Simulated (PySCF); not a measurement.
Two species compared at the same levels of theory.

First species: C6H10N2O.
SMILES: `C[C@H](CC#N)CC(N)=O`

Second species: C₆H₁₀N₂O.
Bonds: C1–C2, C2–C3, C2–C4, C4–C5, C5–N6 (aromatic), N6–C7 (aromatic), C7–N8 (aromatic), N8–O9 (aromatic), C5–O9 (aromatic). Hydrogens: H10, H11, H12 on C1; H13 on C2; H14, H15, H16 on C3; H17, H18 on C4; H19 on C7.

Levels: PBE0/pcSseg-1 for dipole moment, HOMO energy, LUMO energy and HOMO–LUMO gap; GFN2-xTB for rotational constant A and rotational constant C. Geometries: GFN2-xTB. All species are isolated and taken at one optimised geometry, non-relativistic unless stated; the electronic structure was computed with PySCF and density fitting.

The conformers computed, where there is a choice (atom-mapped SMILES and torsion angles):
- `[CH3:1][C@H:2]([CH2:3][C:4]#[N:5])[CH2:6][C:7]([NH2:8])=[O:9]`: C1–C2–C3–C4 -65°, C1–C2–C6–C7 -172°, C2–C6–C7–N8 -174°, H–N8–C7–C6 3°, H–N8–C7–C6 179°
- `[CH3:1][CH:2]([CH3:3])[CH2:4][c:5]1[n:6][cH:7][n:8][o:9]1`: C1–C2–C4–C5 174°, C2–C4–C5–N6 -63°

Q: Which of the two has the higher HOMO energy, and by how much?

A: The first: -7.69 eV against -8.21 eV, a difference of 0.52 eV.

Q: Which has the higher rotational constant A?

A: The second: 4.214 GHz against 2.269 GHz, a difference of 1.945 GHz.

Q: Which has the higher dipole moment?

A: The first: 3.54 D against 2.23 D, a difference of 1.31 D.

Q: Which of the two has the higher HOMO–LUMO gap, and by how much?

A: The first: 8.16 eV against 7.60 eV, a difference of 0.56 eV.

Q: Which has the higher rotational constant C?

A: The first: 0.957 GHz against 0.910 GHz, a difference of 0.047 GHz.

Q: Which of the two has the higher LUMO energy, and by how much?

A: The first: 0.47 eV against -0.61 eV, a difference of 1.08 eV.

On the first: In atomic units the dipole is 1.39 e·bohr (1 au = 2.5417 D).

On the second: A dipole of 2.23 D is allowed in C1, and pure rotational transitions are dipole-allowed. In atomic units the dipole is 0.88 e·bohr (1 au = 2.5417 D).
